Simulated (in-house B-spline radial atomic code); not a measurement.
Checks on a self-consistent run for Dy8+, [Kr] 4d10 (4f5/2)2 (4f7/2)5 5s2 (5p3/2)2 (8d5/2)1. Level of theory: Dirac-Hartree-Fock, average of the jj configuration, Fermi nucleus of rms radius 5.2218 fm; calculated with a radial B-spline atomic code at the basis-set limit.

```tsv
orbital	q	ε (Eh)	<1/r>	<r²>	small-component weight
1s1/2	2	-1994.19552	74.5529	0.000609285	0.060738
2s1/2	2	-341.32177	17.8771	0.00944794	0.013517
2p1/2	2	-324.09854	17.8097	0.00686371	0.013522
2p3/2	4	-294.62592	15.6092	0.00808428	0.012484
3s1/2	2	-82.39928	6.54867	0.0623518	0.0043426
3p1/2	2	-74.86378	6.45043	0.0580655	0.0042685
3p3/2	4	-68.66043	5.89438	0.0649083	0.0039827
3d3/2	4	-55.89823	5.76195	0.0515036	0.003844
3d5/2	6	-54.60416	5.62111	0.0535115	0.0037566
4s1/2	2	-21.71262	2.72836	0.31296	0.0013742
4p1/2	2	-18.60906	2.61543	0.329017	0.0012903
4p3/2	4	-17.25845	2.44154	0.362915	0.0012027
4d3/2	4	-12.09197	2.23127	0.404789	0.0010359
4d5/2	6	-11.96093	2.18725	0.418564	0.0010109
4f5/2	2	-5.96653	1.79805	0.562085	0.00071105
4f7/2	5	-5.97158	1.7821	0.571101	0.00070136
5s1/2	2	-6.77062	1.14119	1.5293	0.00035609
5p3/2	2	-5.59491	1.00809	1.89057	0.00029836
8d5/2	1	-0.98023	0.210527	48.8271	3.6208e-05
```

Electron-electron repulsion V_ee = 4164.4703 hartree.

**Question.** What total energy follows from the eigenvalues?

**Answer.** The eigenvalues count the repulsion twice, so E = Σqε - V_ee = -7975.434 - 4164.470 = -12139.904 hartree; the run printed -12139.904.

**Question.** Does the Dirac virial theorem hold?

**Answer.** For a point nucleus E = -2c²Σq·w, with w the small-component weight. Here Σq·w = 0.32318 and c = 137.0360, so the ratio E/(-2c²Σq·w) is 1.000155; the finite nucleus accounts for the departure from 1.

**Question.** What diamagnetic shielding (Lamb formula) and susceptibility (Langevin formula) do the radii give?

**Answer.** σ = (α²/3)Σq<1/r> = 448.784/(3·137.036²) = 7966.1 ppm, and χ = -0.79199×10⁻⁶·Σq<r²> = -53.54×10⁻⁶ cm³/mol with Σq<r²> = 67.606 bohr². Both are non-relativistic formulas without the paramagnetism of open shells; for so heavy an element the full relativistic shielding is larger by tens of per cent.
